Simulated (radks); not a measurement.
Task: The mean radii <r> (bohr) of the occupied orbitals of an atom or ion are listed with their occupations. All-electron calculation, Dirac Kohn-Sham, XLYP, spin-unpolarised, spherical densities, point nucleus. Program: a radial shooting solver on a logarithmic mesh with Libxc functionals.

orbital     occ.      <r>
1s1/2          2  0.02274
2s1/2          2  0.09648
2p1/2          2  0.08072
2p3/2          4  0.08734
3s1/2          2   0.2545
3p1/2          2   0.2442
3p3/2          4   0.2569
3d3/2          4   0.2286
3d5/2          6   0.2326
4s1/2          2   0.5793
4p1/2          2   0.5934
4p3/2          4   0.6225
4d3/2          4   0.6652
4d5/2          6   0.6756
5s1/2          2    1.391
5p1/2    1.66667    1.550
5p3/2    3.33333    1.634
4f5/2    2.57143   0.9475
4f7/2    3.42857   0.9600

Name the element and its charge. Open shells, if any, are shared by 2j + 1.

Result: Z = 62, samarium, charge +3: Sm3+ in [Kr] 4d10 4f6 5s2 5p5. The 1s radius gives Z: for a bare nucleus <r> = (2 gamma + 1)/(2Z) with gamma = sqrt(1 - (Z/c)^2), 0.02245 bohr for Z = 62, and screening makes it slightly larger (0.02274 here). The occupations add up to 59, and the charge is Z minus that.
